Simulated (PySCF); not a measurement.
Continuum solvent and chemical shifts

Geometry:
```tsv
atom	x (Å)	y (Å)	z (Å)
B1	-0.157	1.764	0.399
N2	0.512	0.586	-0.023
B3	1.919	0.455	-0.192
B4	2.982	1.742	0.105
Cl5	3.439	2.851	-1.176
Cl6	3.726	1.945	1.681
H7	-1.359	1.768	0.514
H8	0.503	2.748	0.634
H9	-0.059	-0.231	-0.217
H10	2.350	-0.619	-0.559
```

GIAO PBE0/pcSseg-1 in PySCF on one PBE0-D3(BJ)/def2-SVP conformer, non-relativistic, equivalent nuclei averaged. Solvents enter as an IEF-PCM continuum (chloroform with ε = 4.7, dichloromethane with ε = 8.9) around the gas-phase geometry. Shifts are referred to BF3·OEt2, TMS computed in the same medium.

Gas phase, δ in ppm: B4 73.1, B3 56.3, B1 53.5, H9 7.55, H10 6.04, H7/H8 5.51. Dipole moment 2.34 D.

Q: How does each δ change in the continuum?

A: 
| atoms | environment | Δδ, chloroform | Δδ, dichloromethane |
| --- | --- | --- | --- |
| B4 | boron bonded to B, 2 Cl | +1.1 | +1.3 |
| B3 | boron bonded to B, N, H | +0.2 | +0.3 |
| B1 | boron bonded to N, 2 H | +0.2 | +0.2 |
| H9 | hydrogen on a nitrogen bonded to 2 B | +0.45 | +0.54 |
| H10 | hydrogen on a boron bonded to B, N | -0.02 | -0.02 |
| H7/H8 | hydrogen on a boron bonded to N | -0.07 | -0.08 |

Changes are relative to the gas phase. The dipole moment becomes 2.76 D in chloroform, 2.84 D in dichloromethane.

Q: Which of the listed nuclei move most (in ppm), and what does the model miss? (N and O are left out, as their reference compounds move with the solvent too.)

A: B4 (boron bonded to B, 2 Cl, +1.3 ppm) in dichloromethane. A continuum only polarises the solute; specific hydrogen bonds, the anisotropy of aromatic solvents and changes of geometry or conformer are outside it.
